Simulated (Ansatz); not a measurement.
Z-matrix (Å, degrees):
```
C
F 1 1.394
C 1 1.538 2 109.6
C 1 1.485 2 110.8 3 115.5
H 1 1.093 2 106.7 3 -119.1
F 3 1.383 1 108.9 2 -134.9
C 3 1.526 1 106.7 2 107.0
H 3 1.092 1 110.2 2 -16.9
C 4 1.326 1 109.2 2 -110.0
H 4 1.080 1 124.5 2 68.5
H 7 1.093 3 110.2 1 130.8
H 7 1.094 3 113.2 1 -108.5
F 9 1.325 4 125.6 1 178.6
```

The species carries charge 0 and has multiplicity 1.

Problem. List the B3LYP/def2-TZVPP orbital energies in eV (Ansatz 0.2.0). (An estimate is asked.)

Solution. Ansatz gave: Occupied: -672.63, -671.63, -671.39, -279.77, -279.51, -279.41, -277.69, -277.23, -34.24, -33.07, -32.72, -23.98, -20.51, -19.93, -17.03, -16.56, -15.26, -14.88, -13.81, -13.77, -13.49, -13.33, -12.69, -12.36, -11.74, -11.16, -10.67, -9.99, -9.55, -9.22, -7.63. Lowest empty: -0.41, 1.00, 1.18, 1.73, 2.23, 2.51, 2.58, 3.01.

B3LYP here is the variant with VWN-RPA as its local correlation; programs differ in this.
